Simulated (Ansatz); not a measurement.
C₂H₃NTe (`NC#C[TeH]`), relaxed with RKS PBE0-D4/def2-TZVP in the Gaussian-basis code of Ansatz from a PBE-D4/def2-SVP geometry. The force threshold is 0.005 eV/Å; the program also tests the step.

Charge 0, multiplicity 1. Te takes the def2 core potential.

Start:

```xyz
7

N     1.558    0.779   -0.389
C     0.442    0.115   -0.073
C    -0.634   -0.435    0.199
Te   -2.190   -1.615    0.725
H     2.146    1.135    0.368
H     2.077    0.493   -1.223
H    -3.398   -0.473    0.392
```

**Question.** How much energy does the relaxation release, and in how many steps? (Best estimate.)

**Answer.** The calculation gave: 1.36 kcal/mol, in 6 steps, 1 of them rejected.

**Question.** Which bonds change most? (Best estimate.)

**Answer.** Computed: Te4–H7 from 1.696 to 1.665 Å; C2–C3 from 1.238 to 1.213 Å; C3–Te4 from 2.023 to 2.000 Å; N1–H6 from 1.023 to 1.007 Å.

**Question.** Give the relaxed structure. (Estimate.)

**Answer.** The calculation gave: 
```xyz
7

N     1.531    0.783   -0.387
C     0.431    0.108   -0.066
C    -0.611   -0.449    0.206
Te   -2.168   -1.590    0.730
H     2.116    1.108    0.366
H     2.032    0.496   -1.212
H    -3.332   -0.456    0.365
```
